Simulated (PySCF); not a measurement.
**Worked example: dipole moment from atomic charges**

BeH3NS, SMILES [NH2][Be][SH]. Atoms are numbered in the order given.

```xyz
6

Be     0.0087     0.6000     0.0000
N     -0.0074     2.0984     0.0000
H     -0.0074     2.6768    -0.8251
H     -0.0074     2.6768     0.8251
S      0.0806    -1.3123     0.0000
H     -1.2580    -1.4461     0.0000
```

Geometry: B3LYP-D3(BJ)/def2-TZVP. One conformer was computed; it need not be the lowest.

Charges (e) from HF/def2-TZVPD run with PySCF:

```json
[
 {"atom": "Be1", "IAO": "1.499", "ESP fit": "0.856"},
 {"atom": "N2", "IAO": "-1.331", "ESP fit": "-1.388"},
 {"atom": "H3", "IAO": "0.265", "ESP fit": "0.445"},
 {"atom": "H4", "IAO": "0.265", "ESP fit": "0.445"},
 {"atom": "S5", "IAO": "-0.772", "ESP fit": "-0.498"},
 {"atom": "H6", "IAO": "0.074", "ESP fit": "0.140"}
]
```

The dipole moment of the full density is 2.05 D.

Question: What dipole moment does each set of point charges give, and which comes closer to that of the density?

Answer: 
μ = Σ q r, and 1 e Å = 4.8032 D.
IAO: Σ q r = (-0.136, 0.431, 0.000) e Å, |μ| = 2.17 D.
ESP fit: Σ q r = (-0.205, 0.434, 0.000) e Å, |μ| = 2.31 D.
IAO comes closer in size. Point charges leave out the atoms' own dipoles (lone pairs, polarised bonds); fits to the potential absorb them, partitions of the density don't.
